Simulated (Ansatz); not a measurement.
Reaction (isomerisation): `O[Si]1([SiH3])CC1` → `O[SiH2]/C=C/[SiH3]`

Program: Ansatz. Geometries: PBE0-D4/def2-TZVP. ΔE: electronic, gas phase. CBS: MP2 limit from def2 TZ/QZ plus the TZ coupled-cluster correction, frozen cores. Functionals use def2-TZVPP. One conformer a species, not always the lowest.

CCSD(T)/CBS gives -8.7 kcal/mol.

(1) Another level gave -2.1 kcal/mol. Which?
A. B2PLYP/def2-TZVPP
B. ωB97M-V/def2-TZVPP
C. PBE0-D4/def2-TZVPP
D. ωB97X-V/def2-TZVPP

Largest T1 diagnostic among the species: 0.012.

## Answers

(1) C. PBE0-D4 -2.1, B2PLYP -9.6, ωB97X-V -5.4, ωB97M-V -7.4 kcal/mol.

In def2-TZVPP, CCSD(T) changes the Hartree–Fock value by +8.3 kcal/mol (the triples alone add +0.5 kcal/mol) and MP2 by +9.6 kcal/mol.
